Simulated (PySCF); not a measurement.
**Atomic charges against the basis set**

(SiH3)2PPF2, F₂H₆P₂Si₂.
Cartesian coordinates in Å at the PBE0-D3(BJ)/def2-SVP level; atoms count from 1:
```xyz
12
F2H6P2Si2 angstrom
F     -0.3653    3.3100   -0.1905
P     -0.1608    1.8858   -0.9146
F      1.4249    2.0235   -1.2249
P      0.0148    0.6194    0.9235
Si     1.5848   -0.7893    0.0885
Si    -1.7554   -0.7163    0.4398
H      1.4369   -0.9870   -1.3853
H      1.3698   -2.0968    0.7783
H      2.9402   -0.2615    0.4032
H     -1.8271   -1.7508    1.5113
H     -1.6317   -1.3867   -0.8918
H     -2.9911    0.1210    0.4542
```

PBE0 throughout (PySCF), one geometry, spherical d and f functions. Geometry: PBE0-D3(BJ)/def2-SVP, one conformer, isolated molecule. Atoms taken as equivalent share a column and are averaged.

Mulliken charges (e):

```csv
basis,functions,F1/F3,P2,P4,Si5/Si6,H7 (×6)
STO-3G,52,-0.220,+0.466,-0.067,+0.361,-0.113
6-31G,82,-0.416,+0.886,-0.339,+0.341,-0.066
6-31G*,112,-0.370,+0.850,-0.334,+0.212,-0.033
def2-SVP,130,-0.338,+0.746,-0.391,+0.248,-0.029
"6-311+G(2d,p)",230,-0.237,+0.320,+0.263,+0.031,-0.029
def2-TZVP,246,-0.252,+0.503,-0.152,+0.062,+0.005
```

IAO charges (e):

```tsv
basis	functions	F1/F3	P2	P4	Si5/Si6	H7 (×6)
STO-3G	52	-0.290	+0.607	-0.177	+0.429	-0.118
6-31G	82	-0.432	+0.853	-0.206	+0.259	-0.050
6-31G*	112	-0.468	+0.967	-0.256	+0.382	-0.090
def2-SVP	130	-0.467	+0.963	-0.267	+0.397	-0.093
6-311+G(2d,p)	230	-0.488	+0.994	-0.263	+0.411	-0.096
def2-TZVP	246	-0.491	+1.011	-0.273	+0.419	-0.099
```

Hirshfeld charges (e):

```csv
basis,functions,F1/F3,P2,P4,Si5/Si6,H7 (×6)
STO-3G,52,-0.138,+0.294,-0.063,+0.268,-0.082
6-31G,82,-0.171,+0.330,-0.106,+0.227,-0.056
6-31G*,112,-0.140,+0.295,-0.113,+0.233,-0.061
def2-SVP,130,-0.148,+0.309,-0.083,+0.243,-0.069
"6-311+G(2d,p)",230,-0.156,+0.306,-0.089,+0.244,-0.066
def2-TZVP,246,-0.147,+0.296,-0.086,+0.240,-0.066
```

ESP-fitted charges (e):

```
        basis  functions   F1/F3      P2      P4  Si5/Si6  H7 (×6)
       STO-3G         52  -0.054  +0.134  -0.138   +0.182   -0.042
        6-31G         82  -0.161  +0.317  -0.291   +0.232   -0.028
       6-31G*        112  -0.086  +0.175  -0.226   +0.183   -0.024
     def2-SVP        130  -0.103  +0.192  -0.178   +0.152   -0.019
6-311+G(2d,p)        230  -0.101  +0.146  -0.113   +0.136   -0.017
    def2-TZVP        246  -0.093  +0.138  -0.119   +0.145   -0.021
```

Some averages cover members that differ in this geometry, most widely: H7 (×6), ESP-fitted in 6-31G -0.057 to -0.008; H7 (×6), ESP-fitted in 6-311+G(2d,p) -0.045 to +0.002; H7 (×6), ESP-fitted in def2-SVP -0.045 to -0.001; H7 (×6), ESP-fitted in def2-TZVP -0.047 to -0.003 e.

Task: Which scheme is steadiest as the basis changes?

Result: Largest range over the bases for any column: Hirshfeld 0.05 e, ESP-fitted 0.18 e, IAO 0.40 e, Mulliken 0.65 e. Hirshfeld charges move least and Mulliken charges most, counted in e. Without the minimal STO-3G basis the ranges are Hirshfeld 0.04, ESP-fitted 0.18, IAO 0.16, Mulliken 0.65 e.

Task: How much do the charges still move between the two largest bases, 6-311+G(2d,p) and def2-TZVP?

Result: At most, over all atoms: Mulliken 0.415 e, IAO 0.018 e, Hirshfeld 0.011 e, ESP-fitted 0.010 e.

Task: What do the same runs give for the total energy, the frontier levels and the dipole moment?

Result: 
```csv
basis,energy (Eh),HOMO (eV),LUMO (eV),μ (D)
STO-3G,-1447.0167,-3.05,4.93,0.88
6-31G,-1464.0631,-7.30,-0.94,3.24
6-31G*,-1464.2606,-7.12,-0.80,2.00
def2-SVP,-1463.7873,-7.23,-0.86,2.04
"6-311+G(2d,p)",-1464.4600,-7.32,-1.26,2.06
def2-TZVP,-1464.4935,-7.24,-1.16,1.88
```

The dipole is fixed by the density alone, so its range of 2.36 D shows that the density itself changes with the basis, not only its division among atoms.
